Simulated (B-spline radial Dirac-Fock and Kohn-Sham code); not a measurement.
**The K (1s) hole of vanadium ions: width and yield against charge**

Method: one-electron (LDA, Dirac) transition rates at Dirac-Fock energies. Computed with a radial atomic solver. Tabulated ground configurations, configuration averages; single configurations, so decays that open only by mixing (as 1s 2s² with 1s 2p² in Be-like ions) are missing and such tiny yields are far too low.

```
 ion  configuration  radiative (eV)  non-radiative (eV)     yield
   V   [Ar] 3d3 4s2           0.239               0.710     0.252
  V⁺       [Ar] 3d4           0.238               0.703     0.253
 V²⁺       [Ar] 3d3           0.239               0.708     0.252
 V³⁺       [Ar] 3d2           0.240               0.714     0.252
 V⁴⁺       [Ar] 3d1           0.241               0.722     0.251
 V⁵⁺   [Ne] 3s2 3p6           0.243               0.730     0.250
 V⁶⁺   [Ne] 3s2 3p5           0.240               0.719     0.250
 V⁷⁺   [Ne] 3s2 3p4           0.237               0.706     0.251
 V⁸⁺   [Ne] 3s2 3p3           0.234               0.691     0.253
 V⁹⁺   [Ne] 3s2 3p2           0.229               0.676     0.254
V¹⁰⁺   [Ne] 3s2 3p1           0.225               0.658     0.255
V¹¹⁺       [Ne] 3s2           0.220               0.638     0.256
V¹³⁺   [He] 2s2 2p6           0.222               0.606     0.268
V¹⁴⁺   [He] 2s2 2p5           0.193               0.477     0.289
V¹⁵⁺   [He] 2s2 2p4           0.161               0.356     0.312
V¹⁶⁺   [He] 2s2 2p3           0.126               0.249     0.336
V¹⁷⁺   [He] 2s2 2p2          0.0876               0.161     0.352
V¹⁸⁺   [He] 2s2 2p1          0.0455              0.0976     0.318
V¹⁹⁺       [He] 2s2        5.54e-08              0.0654  8.47e-07
```
